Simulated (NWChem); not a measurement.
System: CH$_{7}$BOSi; SMILES CB(O)[SiH3]

The following NWChem deck was run.

```
start job
memory heap 200 mb stack 900 mb global 1100 mb
geometry units angstroms noautoz
  B      0.102783    -0.531086    -0.002764
  C     -1.162365    -1.479622     0.000386
  H     -1.813150    -1.261589     0.858620
  H     -0.921140    -2.552702     0.028740
  H     -1.780232    -1.300952    -0.890917
  O      1.372863    -1.022874    -0.001286
  H      1.390883    -1.995376     0.006236
  Si    -0.052421     1.508383    -0.003016
  H      1.258855     2.202932    -0.139002
  H     -0.686125     1.986127     1.263753
  H     -0.933666     1.981051    -1.113435
end
basis spherical
  * library def2-svp
end
dft
  xc xwpbe 0.80 cpbe96 1.0 hfexch 1.00
  cam 0.2 cam_alpha 0.2 cam_beta 0.8
  iterations 150
end
tddft
  cis
  nroots 8
  notriplet
end
task tddft energy
```

Output (shortened):

```
             Northwest Computational Chemistry Package (NWChem) 7.3.0
             --------------------------------------------------------

 C1  symmetry detected

                             Geometry "geometry" -> ""
                             -------------------------

 Output coordinates in angstroms (scale by  1.889725989 to convert to a.u.)

  No.       Tag          Charge          X              Y              Z
 ---- ---------------- ---------- -------------- -------------- --------------
    1 B                    5.0000     0.08863287    -0.54370983    -0.00192362
    2 C                    6.0000    -1.18785644    -1.47693065     0.00004607
    3 H                    1.0000    -1.83625245    -1.25176387     0.85824630
    4 H                    1.0000    -0.95959171    -2.55286271     0.02760608
    5 H                    1.0000    -1.80322793    -1.29010589    -0.89131137
    6 O                    8.0000     1.35269278    -1.05077110    -0.00043422
    7 H                    1.0000     1.35898790    -2.02342542     0.00630329
    8 Si                  14.0000    -0.04197910     1.49748120    -0.00056845
    9 H                    1.0000     1.27761797     2.17628501    -0.13556557
   10 H                    1.0000    -0.67030140     1.98180378     1.26638321
   11 H                    1.0000    -0.91709298     1.98163414    -1.11088812

 Effective nuclear repulsion energy (a.u.)     146.3116136499

  pbe96 is a nonlocal functional; adding pw91lda local functional.

                                 NWChem DFT Module
                                 -----------------

 Summary of "ao basis" -> "ao basis" (spherical)
 ------------------------------------------------------------------------------
       Tag                 Description            Shells   Functions and Types
 ---------------- ------------------------------  ------  ---------------------
 B                          def2-svp                 6       14   3s2p1d
 C                          def2-svp                 6       14   3s2p1d
 H                          def2-svp                 3        5   2s1p
 O                          def2-svp                 6       14   3s2p1d
 Si                         def2-svp                 8       18   4s3p1d

[...]

                                NWChem TDDFT Module
                                -------------------

            General Information
            -------------------
           No. of orbitals :     190
            Alpha orbitals :      95
             Beta orbitals :      95
        Alpha frozen cores :       0
         Beta frozen cores :       0
     Alpha frozen virtuals :       0
      Beta frozen virtuals :       0
         Spin multiplicity :       1
    Number of AO functions :      95
        Use of symmetry is : off
      Symmetry adaption is : off
         Schwarz screening :  0.10D-07

              XC Information
              --------------
              Hartree-Fock (Exact) Exchange   1.00
              LC-wPBE(h)Exchange Functional   0.80
     Perdew 1991 LDA Correlation Functional   1.00 local
    PerdewBurkeErnz. Correlation Functional   1.00 non-local
           Alpha           :  0.20
           Beta            :  0.80
           Gamma           :  0.20

             TDDFT Information
             -----------------
          Calculation type : Tamm-Dancoff TDDFT
         Wavefunction type : Restricted singlets
          No. of electrons :      40
           Alpha electrons :      20
            Beta electrons :      20
              No. of roots :       8
          Max subspacesize :    5600
            Max iterations :     100
               Target root :       1
           Target symmetry : none
      Symmetry restriction : off
                 Algorithm : Optimal
        Davidson threshold :  0.10D-03

    8 smallest eigenvalue differences (eV)
--------------------------------------------------------
  No. Spin  Occ  Vir  Irrep   E(Occ)    E(Vir)   E(Diff)
--------------------------------------------------------
    1    1   20   21 a        -0.350     0.045    10.760
    2    1   19   21 a        -0.409     0.045    12.356
    3    1   18   21 a        -0.410     0.045    12.386
    4    1   20   22 a        -0.350     0.111    12.554
    5    1   20   23 a        -0.350     0.121    12.831
    6    1   17   21 a        -0.437     0.045    13.114
    7    1   20   24 a        -0.350     0.143    13.423
    8    1   16   21 a        -0.449     0.045    13.461
--------------------------------------------------------

  Entering Davidson iterations
  Restricted singlet excited states

  Iter   NTrls   NConv    DeltaV     DeltaE      Time
  ----  ------  ------  ---------  ---------  ---------
    1      8       0     0.22E+00   0.10+100       21.8
    2     16       0     0.36E-01   0.39E-01       29.9
    3     24       0     0.20E-01   0.30E-02       29.7
    4     32       0     0.14E-01   0.99E-03       21.5
    5     40       0     0.28E-01   0.11E-02       25.3
    6     48       1     0.17E-01   0.15E-02       20.3
    7     55       2     0.11E-01   0.59E-03       18.7
    8     61       6     0.52E-02   0.14E-03       25.8
    9     63       6     0.25E-02   0.30E-04       23.0
   10     65       6     0.11E-02   0.49E-05       24.1
   11     67       6     0.58E-03   0.85E-06       23.9
   12     69       6     0.20E-03   0.18E-06       24.2
   13     71       8     0.66E-04   0.21E-07       19.7
  ----  ------  ------  ---------  ---------  ---------
  Convergence criterion met

  Ground state a        -431.468250298644 a.u.

[...]
```

Level: LRC-wPBEh/def2-SVP, TDA. Geometry: optimised at B3LYP/6-31G* (spherical d).
